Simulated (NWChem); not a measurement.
System: MoO₂Cl₂; SMILES [O]=[Mo](=[O])([Cl])[Cl]

No frequency run checked for a minimum. def2 effective core potentials on Mo; no spin-orbit coupling.

Problem. Give the equilibrium geometry at PBE0/def2-SVP with def2 effective core potentials on Mo (NWChem) as a list of bonds and angles, with the point group.

Solution. point group C2v; any orientation.
Bond lengths (Å): Mo1–O2 1.660, Mo1–O3 1.660, Mo1–Cl4 2.257, Mo1–Cl5 2.257. Angles (°): O2–Mo1–O3 106.4, O2–Mo1–Cl4 109.5, O2–Mo1–Cl5 109.5, O3–Mo1–Cl4 109.5, O3–Mo1–Cl5 109.5, Cl4–Mo1–Cl5 112.2.
